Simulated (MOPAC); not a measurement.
MOPAC input (AM1):

```
AM1 1SCF UHF MS=0.5 GEO-OK AUX(PRECISION=9) THREADS=1
C4H10B

C    -1.67917000 1   -1.26128600 1   -0.12052100 1
B    -0.58351000 1   -0.18098000 1   -0.11083400 1
C    -0.89939200 1    1.27904900 1   -0.60047000 1
C     0.85232700 1   -0.58777400 1    0.40450900 1
C     1.95037800 1    0.47687500 1    0.40352800 1
H    -1.50828900 1   -2.28305900 1    0.20901900 1
H    -2.69479900 1   -1.07352500 1   -0.45740100 1
H    -0.23216900 1    1.55874500 1   -1.42445200 1
H    -0.68096600 1    2.00493000 1    0.19174400 1
H    -1.92764800 1    1.43631400 1   -0.92955900 1
H     1.17799600 1   -1.46049000 1   -0.18014700 1
H     0.73118300 1   -0.99733900 1    1.41825700 1
H     2.13209400 1    0.86018700 1   -0.60303700 1
H     1.67727300 1    1.33132300 1    1.02672800 1
H     2.89801500 1    0.08663000 1    0.78074000 1
```

From the output:

```
                                                       MOPAC v23.2.5 Linux

          FINAL HEAT OF FORMATION =         13.78594 KCAL/MOL =      57.68037 KJ/MOL

          COSMO AREA              =        132.62 SQUARE ANGSTROMS
          COSMO VOLUME            =        122.29 CUBIC ANGSTROMS

          IONIZATION POTENTIAL    =          9.963435 EV
          ALPHA SOMO LUMO (EV)    =         -9.963  2.051
          BETA  SOMO LUMO (EV)    =        -10.729  0.040
          NO. OF ALPHA ELECTRONS  =         15
          NO. OF BETA  ELECTRONS  =         14
          MOLECULAR WEIGHT        =         68.9330         POINT GROUP:  Cs

          MOLECULAR DIMENSIONS (Angstroms)

            Atom       Atom       Distance
            H    15    H     7     5.84453
            H     6    H     9     4.04779
            H    12    H     8     2.42824

          SCF CALCULATIONS        =          1

   ATOM   CHEMICAL          X               Y               Z
  NUMBER   SYMBOL      (ANGSTROMS)     (ANGSTROMS)     (ANGSTROMS)

     1       C         -1.67917000  *  -1.26128600  *  -0.12052100  *
     2       B         -0.58351000  *  -0.18098000  *  -0.11083400  *
     3       C         -0.89939200  *   1.27904900  *  -0.60047000  *
     4       C          0.85232700  *  -0.58777400  *   0.40450900  *
     5       C          1.95037800  *   0.47687500  *   0.40352800  *
     6       H         -1.50828900  *  -2.28305900  *   0.20901900  *
     7       H         -2.69479900  *  -1.07352500  *  -0.45740100  *
     8       H         -0.23216900  *   1.55874500  *  -1.42445200  *
     9       H         -0.68096600  *   2.00493000  *   0.19174400  *
    10       H         -1.92764800  *   1.43631400  *  -0.92955900  *
    11       H          1.17799600  *  -1.46049000  *  -0.18014700  *
    12       H          0.73118300  *  -0.99733900  *   1.41825700  *
    13       H          2.13209400  *   0.86018700  *  -0.60303700  *
    14       H          1.67727300  *   1.33132300  *   1.02672800  *
    15       H          2.89801500  *   0.08663000  *   0.78074000  *

                             CARTESIAN COORDINATES

   1    C       -1.679170000    -1.261286000    -0.120521000
   2    B       -0.583510000    -0.180980000    -0.110834000
   3    C       -0.899392000     1.279049000    -0.600470000
   4    C        0.852327000    -0.587774000     0.404509000
   5    C        1.950378000     0.476875000     0.403528000
   6    H       -1.508289000    -2.283059000     0.209019000
   7    H       -2.694799000    -1.073525000    -0.457401000
   8    H       -0.232169000     1.558745000    -1.424452000
   9    H       -0.680966000     2.004930000     0.191744000
  10    H       -1.927648000     1.436314000    -0.929559000
  11    H        1.177996000    -1.460490000    -0.180147000
  12    H        0.731183000    -0.997339000     1.418257000
  13    H        2.132094000     0.860187000    -0.603037000
  14    H        1.677273000     1.331323000     1.026728000
  15    H        2.898015000     0.086630000     0.780740000

           Empirical Formula: C4 H10 B  =    15 atoms

      MOLECULAR POINT GROUP   :   Cs

          ALPHA EIGENVALUES
 -33.89396 -29.98653 -27.59869 -23.97183 -17.50156 -14.92824 -14.72907 -14.19612
 -13.19392 -12.98039 -12.72753 -11.84078 -11.50904 -10.73340  -9.96344   2.05064
   2.88172   4.32141   4.37864   4.52578   4.71361   4.79607   4.84058   4.88136
   5.19183   5.25473   5.38143   5.42675   6.35066   6.55781

           BETA EIGENVALUES
 -33.81094 -29.63697 -26.60105 -23.69447 -17.35517 -14.88949 -14.63234 -14.01554
 -13.13569 -12.97191 -12.64925 -11.78196 -11.23171 -10.72947   0.03970   2.92919
   3.13672   4.34177   4.42399   4.66253   4.78600   4.85278   5.03019   5.19260
   5.28039   5.31539   5.38597   5.44529   6.57346   6.62462

              NET ATOMIC CHARGES AND DIPOLE CONTRIBUTIONS

  ATOM NO.   TYPE          CHARGE      No. of ELECS.   s-Pop       p-Pop
    1          C          -0.301746        4.3017     1.32467     2.97708
    2          B           0.282631        2.7174     1.18457     1.53280
    3          C          -0.321306        4.3213     1.23518     3.08613
    4          C          -0.269988        4.2700     1.23347     3.03652
    5          C          -0.191716        4.1917     1.21357     2.97814
    6          H           0.095209        0.9048     0.90479
    7          H           0.098287        0.9017     0.90171
    8          H           0.083543        0.9165     0.91646
    9          H           0.083488        0.9165     0.91651
   10          H           0.071971        0.9280     0.92803
   11          H           0.086077        0.9139     0.91392
   12          H           0.086228        0.9138     0.91377
   13          H           0.065941        0.9341     0.93406
   14          H           0.065999        0.9340     0.93400
   15          H           0.065382        0.9346     0.93462
 DIPOLE           X         Y         Z       TOTAL
 POINT-CHG.     0.041     0.011     0.011     0.044
 HYBRID        -0.058    -0.125     0.020     0.140
 SUM           -0.017    -0.114     0.031     0.119

          ATOMIC ORBITAL ELECTRON POPULATIONS

     Atom    s        px        py        pz
    1  C   1.32467   1.01913   1.01681   0.94114
    2  B   1.18457   0.64779   0.65617   0.22885
    3  C   1.23518   1.01179   1.05237   1.02197
    4  C   1.23347   1.02040   0.99140   1.02472
    5  C   1.21357   0.97503   0.98734   1.01577
    6  H   0.90479
    7  H   0.90171
    8  H   0.91646
    9  H   0.91651
   10  H   0.92803
   11  H   0.91392
   12  H   0.91377
   13  H   0.93406
   14  H   0.93400
   15  H   0.93462

                    (SZ)    =    0.500000
                    (S**2)  =    0.759813

          ATOMIC ORBITAL SPIN POPULATIONS

    Atom   Total    s     px     py     pz
         Atomic
    1  C  1.0884  0.057  0.112  0.110  0.809
    2  B  0.0206 -0.007 -0.012 -0.012  0.051
    3  C -0.0094 -0.001 -0.001 -0.006 -0.001
    4  C -0.0080 -0.002 -0.005 -0.001 -0.001
    5  C -0.0013 -0.000 -0.001 -0.000 -0.000
    6  H -0.0542 -0.054
    7  H -0.0542 -0.054
    8  H  0.0040  0.004
    9  H  0.0040  0.004
   10  H  0.0003  0.000
   11  H  0.0050  0.005
   12  H  0.0051  0.005
   13  H  0.0001  0.000
   14  H  0.0001  0.000
   15  H -0.0005 -0.000

 **********************
 *                    *
 * JOB ENDED NORMALLY *
 *                    *
 **********************

 == MOPAC DONE ==
```

The geometry given is a B3LYP-D3(BJ)/def2-TZVP minimum.
